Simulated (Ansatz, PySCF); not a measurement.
Noncovalent pair: H2O (SMILES O) (first 3 atoms) with SiH4 (SMILES [SiH4]); geometry from B3LYP-D3(BJ)/def2-TZVP, rigid monomers moved along the line of their centres of mass till O1···Si4 is 2.82 Å.
(charge 0, multiplicity 1):
```xyz
8

O      0.465     0.312     0.348
H      0.073    -0.470    -0.056
H     -0.118     1.042     0.110
Si    -0.140    -0.065     3.075
H     -0.529    -1.280     2.325
H     -0.503    -0.270     4.501
H     -0.896     1.105     2.575
H      1.314     0.168     2.981
```

Interaction energies are E(AB) − E(A) − E(B) at the monomers' geometry in the complex; basis-set methods are counterpoise corrected.

Correlated levels freeze the cores. CBS(a, b) extrapolates the correlation energy as X⁻³ and adds the Hartree–Fock energy of set b.

The values were computed with Ansatz (a program for electronic structure) with Gaussian orbitals; PySCF for the dispersion terms. Values without a source in brackets are computed.

The comparison value is -0.78 kcal/mol (CCSD(T)/CBS(aug-cc-pV(D+d)Z, aug-cc-pV(T+d)Z)). It is a level with limits of its own, not the exact answer.

### Question
Order these levels by how close they come to the comparison value for the interaction energy, closest first: B3LYP-D4/def2-TZVPPD, PBE-D3(BJ)/def2-TZVPPD, wB97X-V/def2-TZVPPD, PBE0/def2-TZVPPD. Give each level's value less the comparison value.

### Answer
wB97X-V/def2-TZVPPD (0.00 kcal/mol), PBE-D3(BJ)/def2-TZVPPD (-0.18 kcal/mol), B3LYP-D4/def2-TZVPPD (0.43 kcal/mol), PBE0/def2-TZVPPD (0.66 kcal/mol)
